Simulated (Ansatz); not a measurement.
Calculated with Ansatz (gas phase, PBE0-D4/def2-TZVP geometries, no zero-point term in ΔE). CCSD(T)/CBS is the MP2 limit (def2-TZVPP, def2-QZVPP) plus CCSD(T) − MP2 in def2-TZVPP, frozen cores. This one scheme is used for every species. Functionals use def2-TZVPP. HSE06 is defined as in plane-wave codes. One conformer a species, not always the lowest.

`B[SiH]1BS1` + `C[SiH2]O` → `BO[SiH2]C` + `B1[SiH2]S1`  (cleavage of the B–Si bond)

`B[SiH]1BS1`:

Z-matrix (Å, degrees):
```
Si
B 1 1.968
S 1 2.194 2 49.1
B 1 1.966 2 119.4 3 100.2
H 1 1.484 2 117.8 3 -95.4
H 2 1.184 1 151.7 3 178.5
H 4 1.195 1 121.6 2 136.0
H 4 1.194 1 119.0 2 -39.4
```

`C[SiH2]O`:

Z-matrix (Å, degrees):
```
C
Si 1 1.863
H 1 1.093 2 111.0
H 1 1.094 2 110.2 3 119.8
H 1 1.093 2 111.5 3 -120.7
O 2 1.652 1 112.6 3 57.7
H 2 1.492 1 108.9 3 -179.5
H 2 1.483 1 110.6 3 -59.4
H 6 0.957 2 117.7 1 68.6
```

`BO[SiH2]C`:

```xyz
11

B    -1.233    1.340   -1.338
O    -0.374    0.338   -1.082
Si    0.774    0.116    0.101
C     0.356   -1.417    1.059
H    -1.253    2.315   -0.632
H    -1.969    1.227   -2.279
H     2.080   -0.025   -0.589
H     0.802    1.316    0.980
H     1.120   -1.611    1.816
H    -0.606   -1.312    1.567
H     0.303   -2.285    0.398
```

`B1[SiH2]S1`:

```xyz
6

B    -0.663    0.205    0.937
Si    0.504    0.127   -0.601
S    -0.682   -1.444    0.311
H    -1.207    0.732    1.848
H     0.082    0.477   -1.977
H     1.966   -0.098   -0.518
```

```tsv
level	ΔE (kJ/mol)	difference from CCSD(T)/CBS
PBE-D4	-128.6	15.7
r2SCAN-D4	-138.1	6.2
B97M-V	-138.6	5.7
r2SCANh-D4	-140.2	4.1
HSE06-D4	-135.4	8.9
CAM-B3LYP-D4	-155.3	-11.0
ωB97M-V	-150.3	-6.0
BLYP	-142.0	2.3
LC-ωPBE	-145.9	-1.6
HF/def2-TZVPP	-165.0	-20.7
CCSD(T)/CBS	-144.3	0
```

Largest T1 diagnostic among the species: 0.020.

In def2-TZVPP, CCSD(T) changes the Hartree–Fock value by +19.4 kJ/mol (the triples alone add +2.9 kJ/mol) and MP2 by +14.7 kJ/mol. From PBE to PBE0 (25 % exact exchange), in def2-TZVPP and without D4, ΔE moves by −7.1 kJ/mol.
